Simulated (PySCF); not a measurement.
Excitation energy of Ne²⁺ by level of theory

Ne²⁺ [He] 2s2 2p4 (3P) → Ne²⁺ [He] 2s1 2p4 3d1 (high-spin determinant), as a difference of total energies. Computed with PySCF 2.14 in aug-cc-pVQZ, with the non-relativistic Hamiltonian (point nucleus). Correlated levels: valence: 1s2 frozen. The calculations carry no spin-orbit coupling.

| method | excitation energy (eV) |
| --- | --- |
| UHF | 72.277 |
| MP2 (valence) | 73.415 |
| SCS-MP2 (valence) | 73.659 |
| CCSD (valence) | 73.372 |
| CCSD(T) (valence) | 73.358 |

Q: How much does correlation contribute at CCSD(T) (valence)?

A: 73.358 − (72.277) = 1.081 eV, measured against UHF.

The upper state lies above the first ionisation limit, where it may autoionise and the basis confines it. A Rydberg-like electron needs more diffuse functions than a valence basis has.

The promoted electron is Rydberg-like, and one or two diffuse shells describe it only roughly, which tends to raise the upper state.

The determinant of the upper state mixes LS terms, which raises its energy above the lowest term, most at the Hartree-Fock and MP2 levels.
